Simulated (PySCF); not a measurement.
C₆ coefficients of unlike pairs at UHF

Calculated with PySCF 2.14 from the dipole response of each species, C₆(A,B) = (3/π) ∫ α_A(iu) α_B(iu) du, in atomic units, from isotropic polarisabilities. For ions this is the dispersion term alone; charge-induced terms of lower order in 1/R come first.

| species | configuration | basis | relativity | α (bohr³) | C₆ (like pair) |
| --- | --- | --- | --- | --- | --- |
| K⁺ | [Ar] (1S) | def2-QZVPPD (11s6p4d3f) | none | 5.389 | 22.87 |
| Te | [Kr] 4d10 5s2 5p4 (3P) | aug-cc-pV5Z-PP with ECP28MDF (8s8p6d4f3g2h) | core potential | 38.18 | 416.5 |
| O²⁺ | [He] 2s2 2p2 (3P) | dyall-acv3z (15s9p4d2f) | none | 1.803 | 2.355 |

Q: Estimate C₆ for O²⁺ with Te.

A: The integral gives 28.44. The combination rule 2 C_A C_B / (C_A α_B/α_A + C_B α_A/α_B) gives 28.21 and the geometric mean 31.32.

No spin-orbit coupling is included.

The other pairs:

```
   pair     C₆
 Te, K⁺  88.68
O²⁺, K⁺  7.313
```
